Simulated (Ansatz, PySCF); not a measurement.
Gas-phase reaction in SMILES: FB(Cl)Cl [dichloro(fluoro)borane] + 3 [H][H] (H2) -> B (BH3) + 2 Cl (HCl) + F (HF)
Each molecule is optimised on its own at B3LYP-D3(BJ)/def2-TZVP (Ansatz, an electronic-structure program). Frequencies are from Ansatz or PySCF.

Quantity: energy of full hydrogenation (0 K, with B3LYP-D3(BJ) harmonic zero-point energies), in eV. Cores are frozen in the correlated levels unless marked. No spin-orbit coupling. No relativistic terms. CBS marks a two-point X^-3 extrapolation of the correlation energy; Hartree-Fock from the larger set.

```
level                       program  energy of full hydrogenation (eV)
-------------------  --------------  ---------------------------------
HF/aug-cc-pV(Q+d)Z           Ansatz                               2.53
TPSS/def2-TZVPD               PySCF                               3.18
TPSS-D4/def2-TZVPD    PySCF + dftd4                               3.28
B3LYP-D4/def2-TZVPD  Ansatz + dftd4                               3.03
```

What does CCSD(T)/CBS(cc-pV(T+d)Z,cc-pV(Q+d)Z) (Ansatz) give?

2.99 eV, so B3LYP-D4/def2-TZVPD differs from it by 0.04 eV.
